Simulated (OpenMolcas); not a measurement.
## Computed levels of Kr V

```yaml
Program: OpenMolcas 26.06
Method: "XMS-CASPT2, IPEA 0.25 Eh, imaginary shift 0.1 Eh (closed shells correlated: 3d 4s)"
Basis: ANO-RCC-VTZP [6s5p3d1f]
Scalar_Hamiltonian: DKH2, point nucleus
Active_space: 2 electrons in 3 orbitals (4p)
State_averaging: 2S+1 = 3 even, 3 roots; 2S+1 = 1 even, 6 roots
Spin-orbit_coupling: state interaction with AMFI integrals over the reference wave functions, term energies averaged over their components
```

With spin-orbit coupling, above the lowest level:

```tsv
Configuration	Term	J	E (cm-1)	Measured (cm-1)	g	Term weight %	Second
4s2 4p2	3P	0	0.0	0.0		97	3 1S
4s2 4p2	3P	1	3340	3743	1.501	100	
4s2 4p2	3P	2	7020	7595	1.465	93	7 1D
4s2 4p2	1D	2	19440	19723	1.036	93	7 3P
4s2 4p2	1S	0	40100	39204		97	3 3P
```

Against the 4 measured excited levels shown (Saloman, J. Phys. Chem. Ref. Data 36, 215 (2007)) the mean absolute deviation is 540 cm-1; the largest miss in energy is 4s2 4p2 1S0: computed 40100, measured 39204 cm-1 (+2.3 %), and the largest in proportion 4s2 4p2 3P1 (-10.6 %).

Spin-orbit coupling puts the lowest level 5631 cm-1 below the lowest spin-free term.

For 3P the intervals divided by the larger J are 3344.7, 1838.5 cm-1. Landé's interval rule makes them equal in pure LS coupling; they differ by 58 % of their mean. The multiplet is regular.

CASPT2 does not keep the components of a term degenerate, so their means are used; among the terms shown or strongly mixed into the levels shown the widest spread is 290 cm-1 (4s2 4p2 1D). With the s shell closed, the reference lacks s² → p² mixing. Computed and measured levels are paired by configuration, term and J; levels that our copy of the source lacks, or whose pairing is in doubt (as where it misses far off the trend of its configuration), stay unpaired and out of the deviations. Only configurations of the active space appear.

The term weight is that of the spin-free term in the level, not the purity of its configuration.
